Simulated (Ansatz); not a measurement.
CH5Si (SMILES [CH2][SiH3]) moved off its minimum; all values from Ansatz (a program for electronic structure), cores frozen in correlated methods. Open shells are unrestricted.
(charge 0, multiplicity 2)
```xyz
7

C      1.2978    -0.0787    -0.0306
Si    -0.6753     0.0298     0.0256
H      1.8727     0.7144    -0.0255
H      1.7115    -1.1483     0.1008
H     -1.1510    -0.4190     1.2662
H     -0.9130     1.4809    -0.2951
H     -1.1999    -0.6645    -1.1201
```

**Question.** Give the forces (eV/Å), the total energy and the dipole at CCSD(T)/cc-pV(T+d)Z.

**Answer.** 
```json
[
 {"atom": "C1", "Fx": "-4.564", "Fy": "-6.074", "Fz": "0.504"},
 {"atom": "Si2", "Fx": "3.173", "Fy": "1.798", "Fz": "-1.608"},
 {"atom": "H3", "Fx": "3.114", "Fy": "3.763", "Fz": "-0.009"},
 {"atom": "H4", "Fx": "-0.217", "Fy": "2.024", "Fz": "-0.284"},
 {"atom": "H5", "Fx": "-0.758", "Fy": "-0.487", "Fz": "1.368"},
 {"atom": "H6", "Fx": "-0.293", "Fy": "-0.309", "Fz": "0.454"},
 {"atom": "H7", "Fx": "-0.456", "Fy": "-0.714", "Fz": "-0.425"}
]
```
Energy -329.9994 hartree, dipole 0.48 D.
